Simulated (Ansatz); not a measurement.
Nudged elastic band run: BrGaH4

input.yaml

```yaml
crystal:
  periodic: [false, false, false]
  atoms:
    - { symbol: Ga, position_ang: [-0.000429, 0.205666, -0.001149] }
    - { symbol: H, position_ang: [-0.009362, 0.752805, 1.474284] }
    - { symbol: H, position_ang: [1.359115, 0.102187, -0.778171] }
    - { symbol: H, position_ang: [-1.358669, 0.025029, -0.766227] }
    - { symbol: Br, position_ang: [0.079752, -2.522149, 0.962978] }
    - { symbol: H, position_ang: [0.085792, -2.107239, 2.324287] }
basis:
  gaussian: { orbitals: def2-TZVP }
hamiltonian:
  xc: pbe0
neb:
  order_check: false
  images: 5
  f_tol: 0.05
  max_iterations: 60
  final_atoms:
    - { symbol: Ga, position_ang: [0.02161197, -0.60927888, -0.300088] }
    - { symbol: H, position_ang: [0.01048506, 0.30620949, 2.12070654] }
    - { symbol: H, position_ang: [1.40880028, 0.07798677, -0.46211161] }
    - { symbol: H, position_ang: [-1.40332124, 0.00051618, -0.44394155] }
    - { symbol: Br, position_ang: [0.08641318, -2.88472283, 0.05619354] }
    - { symbol: H, position_ang: [0.03220975, -0.43441172, 2.24524308] }
  initial_path:
    images:
      - { positions_ang: [[-0.000429, 0.205666, -0.001149], [-0.009362, 0.752805, 1.474284], [1.359115, 0.102187, -0.778171], [-1.358669, 0.025029, -0.766227], [0.079752, -2.522149, 0.962978], [0.085792, -2.107239, 2.324287]] }
      - { positions_ang: [[-0.00089877, 0.1410982, 0.00376068], [-0.00562607, 0.49134769, 1.627217], [1.35816055, 0.07868551, -0.77670821], [-1.36009293, 0.02596505, -0.76703496], [0.09218218, -2.54321822, 0.91277642], [0.07247404, -1.73757924, 2.21599108]] }
      - { positions_ang: [[-0.00136854, 0.07653041, 0.00867035], [-0.00189014, 0.22989039, 1.78014999], [1.35720609, 0.05518402, -0.77524542], [-1.36151686, 0.0269011, -0.76784292], [0.10461236, -2.56428744, 0.86257483], [0.05915609, -1.36791948, 2.10769516]] }
      - { positions_ang: [[-0.00183831, 0.01196261, 0.01358003], [0.0018458, -0.03156692, 1.93308299], [1.35625164, 0.03168253, -0.77378263], [-1.3629408, 0.02783715, -0.76865088], [0.11704254, -2.58535666, 0.81237325], [0.04583813, -0.99825972, 1.99939924]] }
      - { positions_ang: [[0.00597845, -0.19511788, -0.09097598], [0.00472555, 0.08102522, 1.99562417], [1.37376785, 0.04711728, -0.66989229], [-1.37640095, 0.01873016, -0.66041443], [0.10683276, -2.68514538, 0.56031334], [0.04129534, -0.81031039, 2.08134719]] }
      - { positions_ang: [[0.01379521, -0.40219838, -0.19553199], [0.00760531, 0.19361735, 2.05816536], [1.39128407, 0.06255202, -0.56600195], [-1.38986109, 0.00962317, -0.55217799], [0.09662297, -2.78493411, 0.30825344], [0.03675254, -0.62236106, 2.16329513]] }
      - { positions_ang: [[0.02161197, -0.60927888, -0.300088], [0.01048506, 0.30620949, 2.12070654], [1.40880028, 0.07798677, -0.46211161], [-1.40332124, 0.00051618, -0.44394155], [0.08641318, -2.88472283, 0.05619354], [0.03220975, -0.43441172, 2.24524308]] }
```

Launched with:

```bash
$ ansatz run input.yaml --threads 4 --pin off --max-ram 5120MiB --backend cpu --events-out ev --progress --plain --runs-dir out
```

Output, in part (warnings, iteration lines, the closing report on the highest movable image, with atoms numbered from 0):

```
NEB end point (image 0): max|allowed force component| = 7.033e-3 eV/Å (the criterion of neb.relax_end_points is 1.000e-2)
NEB end point (image 6): max|allowed force component| = 1.445e-2 eV/Å (the criterion of neb.relax_end_points is 1.000e-2)
NEB iter   1: max|band force component| = 2.706e0 eV/Å  barrier→ = 0.8429 eV  barrier← = 1.9461 eV  Δτ_max = 0.2000 Å  (172 SCF iters)
NEB iter   2: max|band force component| = 1.048e0 eV/Å  barrier→ = 0.2058 eV  barrier← = 1.3090 eV  Δτ_max = 0.1148 Å  (160 SCF iters)
NEB iter   3: max|band force component| = 1.018e0 eV/Å  barrier→ = 0.1369 eV  barrier← = 1.2401 eV  Δτ_max = 0.0523 Å  (140 SCF iters)
NEB iter   4: max|band force component| = 2.155e-1 eV/Å  barrier→ = 0.1028 eV  barrier← = 1.2060 eV  CI = image 2  Δτ_max = 0.2000 Å  (144 SCF iters)
NEB iter   5: max|band force component| = 2.259e-1 eV/Å  barrier→ = 0.1431 eV  barrier← = 1.2462 eV  CI = image 2  Δτ_max = 0.0469 Å  (144 SCF iters)
NEB iter   6: max|band force component| = 1.621e-1 eV/Å  barrier→ = 0.1486 eV  barrier← = 1.2518 eV  CI = image 2  Δτ_max = 0.0915 Å  (140 SCF iters)
NEB iter   7: max|band force component| = 5.728e-1 eV/Å  barrier→ = 0.1597 eV  barrier← = 1.2629 eV  CI = image 2  Δτ_max = 0.0457 Å  (142 SCF iters)
NEB iter   8: max|band force component| = 1.042e-1 eV/Å  barrier→ = 0.1528 eV  barrier← = 1.2560 eV  CI = image 2  Δτ_max = 0.0108 Å  (145 SCF iters)
NEB iter   9: max|band force component| = 4.787e-2 eV/Å  barrier→ = 0.1525 eV  barrier← = 1.2556 eV  CI = image 2  Δτ_max = 0.0000 Å  (367 SCF iters)
Total energy: -122473.58257632 eV, -4500.8211441039 hartree
Atom 0 at     0.007896    -0.048770     0.020920 Å, force     0.000484    -0.000864    -0.008395 eV/Å
Atom 1 at     0.013230     0.112725     1.666949 Å, force    -0.000520     0.004559     0.011058 eV/Å
Atom 2 at     1.416443     0.114763    -0.611728 Å, force     0.002983    -0.000443    -0.006178 eV/Å
Atom 3 at    -1.414668     0.038387    -0.595358 Å, force    -0.002789    -0.001747    -0.005653 eV/Å
Atom 4 at     0.085088    -2.603038     1.057831 Å, force    -0.000483    -0.021459    -0.020446 eV/Å
Atom 5 at     0.048210    -1.157768     1.677389 Å, force     0.000326     0.019956     0.029614 eV/Å
Dipole moment:    -0.006045     0.212996    -0.007469 e Å
```

The forces met the threshold. A vibrational analysis at the climbing image gives one clearly imaginary mode, 537i cm⁻¹: a first-order saddle point. The orbitals stay closed-shell, which can raise the energy where a bond breaks towards radicals; this wasn't checked here.

Final band (atoms are numbered from 1 in the order of the input):

| image | path coordinate (Å) | energy (eV) | Ga1–H2 (Å) | Br5–H6 (Å) | Ga1–Br5 (Å) |
| --- | --- | --- | --- | --- | --- |
| 0 | 0.00 | 0.000 | 1.57 | 1.42 | 2.89 |
| 1 | 0.70 | 0.058 | 1.58 | 1.43 | 2.92 |
| 2 | 1.40 | 0.152 | 1.65 | 1.57 | 2.76 |
| 3 | 1.83 | -0.273 | 1.83 | 1.94 | 2.54 |
| 4 | 2.26 | -0.870 | 2.09 | 2.35 | 2.37 |
| 5 | 2.69 | -1.072 | 2.34 | 2.81 | 2.32 |
| 6 | 3.13 | -1.103 | 2.59 | 3.29 | 2.30 |

Run time: 54 s on 4 threads of Arm Neoverse V2, with other jobs on the host, peak memory 0.27 GiB.
